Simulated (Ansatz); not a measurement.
`S[SiH2]Cl` + `C=N` → `C=N[SiH2]S` + HCl at 600 K and 1 bar (ligand exchange at the Si–Cl bond).

Computed with Ansatz on PBE0-D4/def2-TZVP structures; ΔE is electronic, products minus reactants. CCSD(T)/CBS adds triple-zeta CCSD(T) − MP2 to the extrapolated MP2 energy (def2 sets, frozen cores). This one scheme is used for every species. One conformer a species, not always the lowest.

| species | CCSD(T)/CBS energy (Eh) | H − E (kJ/mol) | S (J/(mol·K)) |
| --- | --- | --- | --- |
| `S[SiH2]Cl` | -1148.50980 | 116.7 | 365.2 |
| `C=N` | -94.52360 | 129.6 | 259.4 |
| `C=N[SiH2]S` | -782.63012 | 205.2 | 408.8 |
| HCl | -460.38127 | 35.4 | 207.2 |

H − E and S are ideal-gas, rigid-rotor, harmonic terms from PBE0-D4/def2-TZVP, for one conformer and one mirror image of each species. 1 Eh = 2625.50 kJ/mol, R = 8.31446 J/(mol·K).

**Question.** By hand: ΔE, ΔH, ΔS and ΔG.

**Answer.** ΔE = (-782.63012) + (-460.38127) − (-1148.50980) − (-94.52360) = 0.02201 Eh = 57.8 kJ/mol. Δ(H − E) = 205.2 + 35.4 − 116.7 − 129.6 = -5.7, so ΔH = 52.1 kJ/mol. ΔS = 408.8 + 207.2 − 365.2 − 259.4 = -8.6 J/(mol·K). ΔG = 52.1 − 600 × (-8.6)/1000 = 57.3 kJ/mol.

**Question.** By hand: the equilibrium constant, and the temperature at which ΔG would vanish if ΔH and ΔS stayed fixed.

**Answer.** log₁₀ K = −ΔG/(RT ln 10) = -5.0. ΔH and −TΔS have one sign here, so there is no such temperature.

The number of gas molecules stays the same, so ΔS is small and ΔH decides. A doubt of 5 kJ/mol in ΔE shifts log₁₀ K by 0.4 here. Other conformers and mirror images would add mixing entropy, several J/(mol·K) or more a flexible species. These are equilibria of isolated gas molecules and say nothing of rates. Largest T1 diagnostic: 0.013 (customary marks: 0.02 for closed shells, 0.045 for open ones).

ΔS is within the doubt of such terms, so its sign, and with it that verdict, could turn.
